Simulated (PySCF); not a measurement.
**Cadmium: highly charged ions in a basis for the neutral atom**

Cd¹⁰⁺ [Kr] 4d2, Cd¹¹⁺ [Kr] 4d1. All numbers are calculated (PySCF 2.14, a scalar-relativistic core potential, in aug-cc-pVDZ-PP with ECP28MDF). No spin-orbit coupling, so a gap to NIST mixes the basis error with missing relativistic terms.

Changed run: basis of the neutral atom used for a highly charged ion. This setting is unsound on purpose.

| species | method | sound run (hartree) | changed run (hartree) | converged |
| --- | --- | --- | --- | --- |
| Cd¹⁰⁺ | UHF | not run | -136.45191 | yes |
| Cd¹⁰⁺ | TPSS | not run | -136.89635 | yes |
| Cd¹⁰⁺ | B3LYP | not run | -136.90139 | yes |
| Cd¹¹⁺ | UHF | not run | -129.20643 | yes |
| Cd¹¹⁺ | TPSS | not run | -129.62874 | yes |
| Cd¹¹⁺ | B3LYP | not run | -129.62684 | yes |

Ionisation energy of Cd¹⁰⁺:

```csv
method,changed run (eV),NIST (eV)
UHF,197.16,195 ± 2.4
TPSS,197.76,195 ± 2.4
B3LYP,197.95,195 ± 2.4
```

The contracted functions were made for the neutral atom and can be too rigid for a highly charged ion.
